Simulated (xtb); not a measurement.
C4H13BN2O, SMILES CCOB(N)N(C)C. All values are semi-empirical tight-binding results from xtb (GFN2-xTB unless named), good for trends rather than for accurate numbers. The structure is a stationary point at GFN2-xTB. The values are those of a single conformer.

Optimised geometry:

```xyz
21

B      0.2731     0.0702     0.4967
O      0.0395    -0.5980    -0.6898
C      0.7363    -1.7567    -1.0607
C      0.2190    -2.2404    -2.4110
H      1.8148    -1.5472    -1.1323
H      0.5930    -2.5463    -0.3070
H      0.3692    -1.4698    -3.1625
H      0.7464    -3.1417    -2.7125
H     -0.8444    -2.4536    -2.3440
N      1.2500    -0.3752     1.4221
H      1.8132    -1.1892     1.2649
H      1.4648     0.0873     2.2839
N     -0.5244     1.2201     0.7248
C     -1.4871     1.6793    -0.2482
C     -0.4813     2.0666     1.8896
H     -2.4953     1.6949     0.1822
H     -1.2436     2.6941    -0.5846
H     -1.4723     1.0071    -1.0995
H     -0.1645     3.0829     1.6220
H     -1.4747     2.1346     2.3500
H      0.2109     1.6731     2.6277
```
Charge 0, spin multiplicity 1.

Computed properties:
```yaml
orbital_gap: 6.68 eV
dipole_moment: 1.46 D
zero_point_energy: 112.4 kcal/mol
G − E(el) at 298.15 K (modified RRHO): 89.4 kcal/mol
static polarisability (D4 model): 86.5 bohr³
solvation energy, GFN2-xTB/ALPB(water): -3.5 kcal/mol
solvation energy, GFN2-xTB/ALPB(acetonitrile): -6.9 kcal/mol
```

Task: Give the IR lines (harmonic; lines under 4 % of the strongest left out, lines within 3 cm⁻¹ merged). (Estimate from the structure and the level; the computed values follow.)

Result: ν (cm⁻¹): 215 (w), 226 (m), 260 (m), 517 (m), 1187 (vs), 1278 (vs), 1401 (m), 1408 (w), 1445 (s), 1512 (w), 1544 (m), 2832 (m), 2864 (m), 2878 (m), 2890 (w), 2913 (w), 2924 (m), 3039 (w), 3046 (m), 3050 (w) (against the strongest line: vs over 80 %, s over 45 %, m over 15 %, w over 4 %, vw less)

Computed atomic charges and the Wiberg bond orders between heavy atoms:
charges (e) B1 0.38, O2 -0.37, C3 0.09, C4 -0.11, H5 0.01, H6 0.01, H7 0.05, H8 0.04, H9 0.05, N10 -0.39, H11 0.15, H12 0.15, N13 -0.20, C14 -0.04, C15 -0.04, H16 0.03, H17 0.03, H18 0.06, H19 0.03, H20 0.03, H21 0.04. Bond orders B1–O2 1.06, O2–C3 0.99, C3–C4 1.01, B1–N10 1.18, B1–N13 1.18, N13–C14 1.02, N13–C15 1.02.
